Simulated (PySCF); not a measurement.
Species: (NaOH)3 ring, H3Na3O3.
Bonds: Na1–O2, Na1–O6, O2–Na3, Na3–O4, O4–Na5, Na5–O6. Hydrogens: H7 on O2; H8 on O4; H9 on O6.

Method used: PBE0-D3(BJ)/def2-SVP geometry optimisation, gas phase (PySCF 2.14.0).

(1) How far are the bound atoms from Na1?

(2) What is the shape at Na1?

(3) What are the other bond lengths?

(4) Give some angles away from the centre.

(5) What are the rotational constants (commonest isotopes, rigid rotor)?

## Answers

(1) 2 atoms: O2 2.102 Å, O6 2.107 Å. The nearest atom not counted as bound is H9, at 2.78 Å (others tie with it).

(2) Bent: angle 132.1°. Differences among atoms that D3h makes equivalent are scatter left by the optimiser.

(3) O2–H7, O4–H8, O6–H9 0.960 Å.

(4) Na1–O2–Na3 107.8°.

(5) A = 1900, B = 1895, C = 948.6 MHz: an oblate symmetric top.

Point group: D3h (tolerance 0.08 Å). Charge 0, singlet. No PBE0-D3(BJ)/def2-SVP frequencies stand behind this structure, so it isn't proved a minimum.

On one thread, Arm Neoverse V1, no GPU, shared host, this took 31 s. That covers the optimisation of the geometry.

One conformer stands for the species.
